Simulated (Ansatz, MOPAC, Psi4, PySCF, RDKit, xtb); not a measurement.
Dimer: NH3 (SMILES N) (first 4 atoms) with C2H6O (SMILES COC); geometry from B3LYP-D3(BJ)/def2-TZVP, rigid monomers moved along the line of their centres of mass till H4···O6 is 2.52 Å.
(charge 0, multiplicity 1):
```xyz
13

N      0.49795    -0.02045     0.16662
H     -0.03699     0.56947    -0.46041
H      0.69135    -0.88318    -0.32900
H     -0.09862    -0.24790     0.95762
C     -0.39013     1.17074     3.63794
O     -0.51515    -0.22514     3.44455
C      0.65108    -0.92426     3.83513
H      0.43015     1.58020     3.03716
H     -0.21194     1.40796     4.69419
H     -1.32835     1.62687     3.32514
H      1.51743    -0.60811     3.24268
H      0.46605    -1.98406     3.66566
H      0.86868    -0.76490     4.89860
```

```tsv
level	interaction energy (meV)	cost
MMFF94	-101.5	-
UFF	-20.4	-
GFN-FF	-106.4	-
AM1	-63.9	-
PM3	-17.6	-
PM6	-102.9	-
PM7	-176.3	-
GFN1-xTB	-80.4	-
GFN2-xTB	-109.3	-
HF/STO-3G (no counterpoise)	-58.8	-
HF/3-21G (no counterpoise)	-189.0	-
HF/6-31G*	-68.2	-
HF/6-31G* (no counterpoise)	-113.3	-
HF/aug-cc-pVDZ	-61.7	-
PBE/def2-TZVPPD	-92.1	×1
PBE-D3(BJ)/def2-TZVPPD	-131.0	×1
PBE-D4/def2-TZVPPD	-130.5	×1
BP86/6-31G* (no counterpoise)	-114.0	-
r2SCAN/def2-TZVPPD	-109.1	×2
r2SCAN-D3(BJ)/def2-TZVPPD	-126.5	×2
r2SCAN-D4/def2-TZVPPD	-124.7	×2
B3LYP/3-21G (no counterpoise)	-223.1	-
B3LYP/6-31G*	-73.8	-
B3LYP/6-31G* (no counterpoise)	-139.9	-
B3LYP/6-311+G** (no counterpoise)	-89.5	-
B3LYP/def2-TZVPPD	-68.5	×1
B3LYP-D3(BJ)/def2-TZVPPD	-125.6	×1
B3LYP-D4/def2-TZVPPD	-123.6	×1
PBE0/def2-TZVPPD	-91.5	×1
PBE0-D3(BJ)/def2-TZVPPD	-128.3	×1
PBE0-D4/def2-TZVPPD	-127.4	×1
M06-2X/6-31G* (no counterpoise)	-177.6	-
wB97X-V/def2-TZVPPD	-127.1	×3
wB97M-V/def2-TZVPPD	-123.2	×3
MP2/6-31G*	-93.7	-
MP2/aug-cc-pVDZ	-118.2	-
SCS-MP2/aug-cc-pVDZ	-101.9	-
CCSD/aug-cc-pVDZ	-108.6	-
CCSD(T)/aug-cc-pVDZ	-116.9	×10
SAPT0/jun-cc-pV(D+d)Z	-115.1	-
```

The rows run from -223.1 (B3LYP/3-21G (no counterpoise)) to -17.6 meV (PM3). In aug-cc-pVDZ the value moves HF -61.7, MP2 -118.2, CCSD -108.6, CCSD(T) -116.9, a shift of -55.2 from HF to CCSD(T). The dispersion term adds -38.9 in PBE-D3(BJ), -38.4 in PBE-D4, -17.4 in r2SCAN-D3(BJ). The 6 functionals in def2-TZVPPD without D3 or D4 span 58.6, from wB97X-V to B3LYP.

Counterpoise-corrected where a basis set is named; no monomer relaxation. Rows marked so take none. RDKit's UFF carries no charges.

Cores are frozen in the correlated methods. Rows in 3-21G, 6-311+G**, 6-31G*, STO-3G carry no dispersion term and start afresh at each structure (6-31G* with six Cartesian d functions). MP2/6-31G* freezes PySCF's default core. The state that AM1, PM3, PM6, PM7 reach isn't checked; PM7 holds dispersion and hydrogen-bond terms.

Codes used: Ansatz (a first-principles code) with Gaussian orbitals; MOPAC for AM1, PM3, PM6, PM7 (differences of heats of formation); Psi4 for SAPT; PySCF for 3-21G rows, 6-311+G** rows, 6-31G* rows, STO-3G rows, the dispersion terms; RDKit for the force fields; xtb for the GFN methods. Values without a source in brackets are computed.

Costs are rough ratios of core time to PBE/def2-TZVPPD (about 11 s over the structures, on one shared machine); a dash marks a level with no comparable run of its own.
